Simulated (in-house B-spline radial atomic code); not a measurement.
Configurations of Co⁴⁺, with energies counted from [Ar] 3d5. All numbers are computed (scalar-relativistic (X2C) HSE06, spin-polarised, spherical fractional occupations; Fermi nucleus of rms radius 3.7875 fm) with an all-electron radial atomic-structure program (B-spline basis), not measured. Caution: exact exchange at fractional occupations of open shells leaves self-interaction of up to several eV. Shells without spins written out take the highest spin.

Occupations are held fixed; configurations that lie above the ionisation limit could autoionise.

| configuration | E - E(ref) (eV) | highest orbital | its <r> (bohr) |
| --- | --- | --- | --- |
| [Ar] 3d(3 up, 2 down) | 14.838 | 3d down | 0.8905 |
| [Ar] 3d4 4s1 | 27.528 | 4s up | 1.949 |
| [Ar] 3d4 4d1 | 50.711 | 4d up | 2.72 |
| [Ne] 3s2 3p(3 up, 2 down) 3d(5 up, 0 down) 4s(1 up, 0 down) | 79.515 | 4s up | 1.94 |
| [Ne] 3s2 3p5 3d5 4p1 | 89.462 | 4p up | 2.165 |
| [Ne] 3s2 3p(2 up, 3 down) 3d(2 up, 3 down) 4p(0 up, 1 down) | 109.65 | 4p down | 2.176 |

Q: Order these further configurations by energy, lowest first.
A. [Ar] 3d4 4p1
B. [Ne] 3s2 3p5 3d5 4f1
C. [Ne] 3s2 3p5 3d5 4d1
D. [Ne] 3s2 3p(2 up, 3 down) 3d(1 up, 4 down) 4f(1 up, 0 down)
E. [Ar] 3d4 4f1

A: A (37.417 eV), E (60.337 eV), C (102.84 eV), B (112.57 eV), D (125.47 eV).

Q: How far above the reference does [Ar] 3d(4 up, 0 down) 4p(0 up, 1 down) lie?

A: 38.526 eV; its least bound orbital is 4p down with <r> = 2.226 bohr.

Q: How far above the reference does [Ne] 3s2 3p5 3d6 lie?

A: 63.987 eV; its least bound orbital is 3d down with <r> = 0.9146 bohr.
